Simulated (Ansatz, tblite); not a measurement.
Isomers of Si₃Te₆ (singlet), found by a short tight-binding search and relaxed with PBE-D4/def2-SVP in Ansatz.

In the def2 sets Te takes a core potential; there is no spin–orbit coupling. The xTB rows come from tblite.

A: The restricted singlet is unstable towards broken spin symmetry in Hartree–Fock (as tested in another run); at PBE-D4/def2-TZVP, r2SCAN-D4/def2-TZVP, PBE0-D4/def2-TZVP this wasn't settled.

Other spin states weren't relaxed.

A:

```xyz
9

Si   -1.3108    0.8935    1.6329
Si    0.5771    1.2719   -2.3029
Si    1.2338   -1.1307   -0.1322
Te    0.2285   -1.0099    2.1858
Te   -2.5317    1.8606    3.3673
Te   -1.6404    1.6500   -0.7473
Te    1.4880   -3.2189   -1.4561
Te   -0.6539   -1.1936   -1.8408
Te    2.6094    0.8770   -0.7068
```

B:

Cartesian coordinates in Å:
```
Si 1.209 -1.202 1.154
Si -0.989 1.779 -0.309
Si -0.323 -0.847 -1.240
Te 0.901 -2.984 -0.806
Te -1.433 -0.513 1.107
Te -1.787 0.661 -2.595
Te 1.564 0.855 -0.609
Te 2.503 -1.690 3.032
Te -1.646 3.941 0.267
```

Q: Estimate which lies lowest at each level, and how far above it the others are (kJ/mol).

A: 
```
              level     A      B
           GFN1-xTB  96.9    0.0
           GFN2-xTB   0.0  113.7
   PBE-D4/def2-TZVP   0.0   27.5
r2SCAN-D4/def2-TZVP   0.0   16.8
  PBE0-D4/def2-TZVP   0.0   14.6
```
Point groups (tolerance 0.1 Å): A not assigned, B C2v. Lower isomers may exist.
